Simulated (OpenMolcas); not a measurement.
## Pd3+: ligand-field states by method

Pd3+ with 6 ligands (oxide) in octahedral coordination (Oh) at 2.14 Å. A charge of +1.5 e stands 2.8 Å behind each ligand. Ligand basis ANO-RCC-VDZP.

```json
{
 "Program": "OpenMolcas 26.06",
 "Basis": "ANO-RCC-VDZP [6s5p3d1f]",
 "Scalar Hamiltonian": "DKH2, point nucleus",
 "Active space": "7 electrons in 5 orbitals (4d)",
 "State averaging": "2S+1 = 4 even, 10 roots; 2S+1 = 2 even, 40 roots",
 "Spin-orbit coupling": "RASSI with atomic mean-field integrals over the reference wave functions"
}
```

I. CASSCF
II. SS-CASPT2, IPEA 0.25 Eh, imaginary shift 0.1 Eh (closed shells correlated: 4s 4p and the ligand valence shells)
III. SS-CASPT2, IPEA 0 Eh, imaginary shift 0.1 Eh (closed shells correlated: 4s 4p and the ligand valence shells)

Spin-free states (labels of O, the rotations of Oh) in cm-1, each column counted from its own energy of the first state listed:

```
   State  Degeneracy      I     II    III
     4T1           3      0      0      0
      2E           2   1212  -6500  -3430
     4T2           3  12260  15810  16660
2S+1 = 2           3  12686   6330   8080
2S+1 = 2           3  12903   6530   5790
```

II puts a state of multiplicity 2 lowest, 6500 cm-1 below that state. III puts a state of multiplicity 2 lowest, 3400 cm-1 below that state.

From I to II, I's first state of the same spin (4T2) moves from 12260 to 15810 cm-1, by about +3600 cm-1.

From I to II, I's first state of another spin (2E) moves from 1212 to -6500 cm-1, by about -7700 cm-1.

I: A least-squares ligand-field fit to the states below 45000 cm-1, each weighted by its degeneracy and with a free common offset, gives 10Dq = 14505 cm-1, B = 741 cm-1 and C = 3191 cm-1 (C/B = 4.31), with an rms deviation of 571 cm-1. The same method and metal basis give the free ion B = 990 cm-1 (fit to its terms below 60000 cm-1, rms deviation 15 cm-1), so the nephelauxetic ratio is β = 741 / 990 = 0.75; it hangs on how both fits weigh the states, and computed free-ion B values tend to be too large, so β mixes covalency with correlation.

χT at 300 K: I 2.78, II 0.55, III 0.63 cm3 K/mol.

Roots that are degenerate in the reference are averaged as groups; the widest CASPT2 spread within a group is 690 cm-1 (the 2-fold group of multiplicity 2 near 30000 cm-1 above the lowest state of its run, II). Shifts and gaps below about the spread of the groups concerned are not significant. Over all roots computed the reference weight is 0.56 to 0.60 in II, 0.44 to 0.58 in III; the roots of lowest weight are the least certain, and an intruder state may touch them. The least metal-like active orbital is 77 % on the metal (Löwdin) and no ligand orbital is active, so the numbers are rough. The oxide ions are held by bare point charges, a crude embedding. Ligand-to-metal charge-transfer states are missing. With no ligand orbital active B as a rule stays too high, so bands that hang on it stand too high and its fall with covalency is understated. An orbital triplet at a regular site is open to Jahn-Teller coupling, which can distort the site and quench the lowest spin-orbit gaps and is left out (holds for I). Without dynamic correlation the repulsion within the d shell is too large (B by tens of per cent), so at a given field states of lower spin stand too high (holds for I). This shell can be high or low spin here, a state of another spin lies low, and with metal d orbitals alone active their balance is uncertain, so the ground spin may be wrong (holds for I). With metal d orbitals alone the field can be off either way by tens of per cent (holds for I). An orbital doublet at a regular site is open to a Jahn-Teller distortion, which this geometry leaves out (holds for II; III). This shell can be high or low spin here, a state of another spin lies low, and with metal d orbitals alone active their balance is uncertain, so the ground spin may be wrong, although the usual error favours high spin (holds for II; III). These CASPT2 states fit no ligand-field parameters well, so their order and spin gaps are uncertain (holds for II). With one d shell and no ligand orbital active, 10Dq can be off by a tenth or more (holds for II; III). No measured value stands beside these numbers; the geometry was imposed, not optimised, and the real ion may take another.
